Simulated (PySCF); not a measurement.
A PySCF script (with the pyscf-properties extension) for the NMR shieldings of SMILES CSC1=NNN=C1CC, C$_{5}$H$_{9}$N$_{3}$S, on a GFN2-xTB geometry:

```python
import basis_set_exchange as bse
import numpy as np
from pyscf import gto, dft
from pyscf.prop import nmr

atoms = """
C    -2.330108   -1.116939    0.056983
C    -1.733303   -0.499958   -1.208760
C    -0.710868    0.519823   -0.865715
N    -0.900504    1.825642   -0.939969
N     0.226999    2.364359   -0.528003
N     1.166650    1.503265   -0.178749
C     0.605631    0.317808   -0.379206
S     1.406560   -1.194463   -0.082648
C     3.042741   -0.572565    0.391009
H    -2.801347   -0.348170    0.665206
H    -1.550215   -1.597952    0.643247
H    -3.077413   -1.861347   -0.205319
H    -1.262984   -1.285169   -1.805533
H    -2.515456   -0.021394   -1.798724
H     0.369928    3.360557   -0.482460
H     3.647531   -1.440267    0.633631
H     3.470324   -0.026180   -0.443745
H     2.937075    0.079265    1.252337
"""
names = dict.fromkeys(["C", "N", "S", "H"], "pcSseg-1")
basis = {el: gto.basis.parse(bse.get_basis(n, elements=[el], fmt="nwchem")) for el, n in names.items()}
mol = gto.M(atom=atoms, basis=basis, charge=0, verbose=0)
mf = dft.RKS(mol, xc="PBE0")
mf.grids.level = 2
mf.grids.alignment = dft.numint.BLKSIZE   # the property module wants whole blocks of grid points
mf.conv_tol = 1e-9
mf.kernel()

calc = nmr.RKS(mf)   # GIAO
C = mf.mo_coeff
Co = C[:, mf.mo_occ > 0]
resp = mf.gen_response(singlet=True, hermi=2)
def vind(x):   # induced exchange potential for any number of trial vectors
    d = np.einsum("pi,xij,qj->xpq", C, 2 * x.reshape(-1, C.shape[1], Co.shape[1]), Co, optimize=True)
    return np.einsum("xpq,pi,qj->xij", resp(d - d.transpose(0, 2, 1)), C, Co, optimize=True).ravel()
mo1, _ = nmr.rhf.solve_mo1(calc, with_cphf=vind)
sigma = calc.kernel(mo1)
for i, s in enumerate(sigma):   # ppm
    print("%2d %-2s %9.2f" % (i, mol.atom_pure_symbol(i), np.trace(s) / 3))
```

Task: Give the expected output.

Result: 
```
 0 C     171.16
 1 C     164.25
 2 C      37.38
 3 N     -92.17
 4 N      14.58
 5 N     -79.68
 6 C      37.27
 7 S     546.51
 8 C     167.57
 9 H      30.74
10 H      30.12
11 H      30.53
12 H      29.03
13 H      28.75
14 H      21.27
15 H      29.56
16 H      28.97
17 H      28.77
```

These numbers come from an equivalent density-fitted implementation of the same equations, which agrees with the script to about 0.01 ppm for H and up to a few tenths of a ppm for heavy atoms, so last digits may differ.

Task: Turn these shieldings into chemical shifts. References, each an isolated molecule treated in the same way: 13C (σ = 186.93 ppm) and 1H (σ = 31.72 ppm) vs TMS; 15N (σ = 267.73 ppm) against NH3; 33S (σ = 503.73 ppm) vs CS2.

Result: Averaging equivalent atoms: C 6: 149.7; C 2: 149.5; C 1: 22.7; C 8: 19.4; C 0: 15.8; N 3: 359.9; N 5: 347.4; N 4: 253.1; S 7: -43; H 14: 10.45; H 12/13: 2.82; H 15/16/17: 2.62; H 9/10/11: 1.25 ppm. Experimental scales use liquid or dissolved standards, which lie at an offset from isolated NH3 (liquid NH3: subtract about 20 ppm). Unscaled 15N shifts of sp2 nitrogen come out 20 to 40 ppm too high even then.

Size and cost of the density-fitted run: 205 basis functions, 44 s wall time on 1 thread of an Arm Neoverse V1, shared host.
